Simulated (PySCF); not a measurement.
# Low-lying terms of In³⁺ (indium, charge +3)

Ground state [Kr] 4d10, ¹S. All numbers are calculated (PySCF 2.14, a scalar-relativistic core potential, in aug-cc-pVDZ-PP with one added diffuse shell each of s, p, d type with ECP28MDF (6s5p4d, 41 functions)). Vertical excitation energies in eV without spin-orbit coupling; excited terms of each kind are numbered among those the solver found. Frozen: 4s2 4p6.

```json
{"term": "1 3D", "leading excitation": "4d → s", "EOM-EE-CCSD": "17.059"}
{"term": "1 1D", "leading excitation": "4d → s", "EOM-EE-CCSD": "17.752"}
{"term": "1 3P°", "leading excitation": "4d → p", "EOM-EE-CCSD": "25.159"}
{"term": "1 3F°", "leading excitation": "4d → p", "EOM-EE-CCSD": "25.634"}
{"term": "1 1F°", "leading excitation": "4d → p", "EOM-EE-CCSD": "25.935"}
{"term": "1 1D°", "leading excitation": "4d → p", "EOM-EE-CCSD": "26.406"}
{"term": "1 3D°", "leading excitation": "4d → p", "EOM-EE-CCSD": "26.417"}
{"term": "1 1P°", "leading excitation": "4d → p", "EOM-EE-CCSD": "26.528"}
{"term": "2 1D", "leading excitation": "4d → d", "EOM-EE-CCSD": "36.775"}
{"term": "1 3F", "leading excitation": "4d → d", "EOM-EE-CCSD": "36.785"}
{"term": "1 1F", "leading excitation": "4d → d", "EOM-EE-CCSD": "36.815"}
{"term": "2 3D", "leading excitation": "4d → s", "EOM-EE-CCSD": "37.425"}
```

The spin-orbit splitting of the hole, absent here, rivals or exceeds the spacing of these terms, so the LS terms are model states.

Only the lower part of the computed list is shown. The solver can miss terms.
